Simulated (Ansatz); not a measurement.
Consider the ligand exchange at the Si–N bond: `OCCN[SiH3]` + `C[O][Al]([OH])[F]` → `C[O][Al]([F])[O][SiH3]` + `NCCO`.

Calculated with Ansatz (gas phase, PBE0-D4/def2-TZVP geometries, no zero-point term in ΔE). CCSD(T)/CBS adds triple-zeta CCSD(T) − MP2 to the extrapolated MP2 energy (def2 sets, frozen cores). This one scheme is used for every species. Functionals use def2-TZVPP. One conformer a species, not always the lowest.

CCSD(T)/CBS gives -62.6 kJ/mol.

(1) Another level gave -50.8 kJ/mol. Which?
A. HF/def2-TZVPP
B. PBE-D4/def2-TZVPP
C. PBE0-D4/def2-TZVPP
D. CCSD(T)/def2-TZVPP

Largest T1 diagnostic among the species: 0.012.

Answers

(1) B. PBE-D4 -50.8, HF/def2-TZVPP -80.4, CCSD(T)/def2-TZVPP -62.9, PBE0-D4 -56.4 kJ/mol.

From PBE to PBE0 (25 % exact exchange), in def2-TZVPP and without D4, ΔE moves by −5.3 kJ/mol. In def2-TZVPP, CCSD(T) changes the Hartree–Fock value by +17.5 kJ/mol (the triples alone add +2.8 kJ/mol) and MP2 by +19.3 kJ/mol.
